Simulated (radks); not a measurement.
Results of a calculation; reference values are marked as such.
Task: Ionisation of the samarium ion Sm3+, [Xe] 4f5, to [Xe] 4f4 as the strength of local exchange is varied. Code: a radial shooting solver on a logarithmic mesh with Libxc functionals. Model: Dirac Kohn-Sham, Slater X-alpha exchange (alpha = 2/3 is LDA exchange), no correlation, spin-unpolarised, spherical densities, point nucleus; open shells fill j = l - 1/2 first.

| alpha | E(Sm3+) (hartree) | exchange (hartree) | IE (eV) | -e of the level emptied (eV) | <r> of it (bohr) |
|---|---|---|---|---|---|
| 0.635 | -10409.2855 | -211.2795 | 39.610 | 30.205 (4f5/2) | 0.9126 |
| 0.643 | -10411.9476 | -213.9956 | 39.862 | 30.435 (4f5/2) | 0.9108 |
| 0.667 | -10419.9381 | -222.1522 | 40.626 | 31.131 (4f5/2) | 0.9054 |
| 0.903 | -10498.8341 | -302.9982 | 48.492 | 38.375 (4f5/2) | 0.8581 |
| ? | -10411.6148 | -213.6560 | 39.831 | 30.406 (4f5/2) | 0.9110 |

Which alpha was used in the last row?

Result: alpha = 0.642. NIST Atomic Spectra Database: 41.6 +/- 0.11 eV (semi-empirical). The Delta-SCF value meets it near alpha = 0.70. Spin polarisation and multiplet splitting are left out, so open shells lie too high by an amount that depends on their filling.

Beside tabulated values, note that spin-unpolarised runs miss the spin-polarisation part of the exchange energy of open shells.
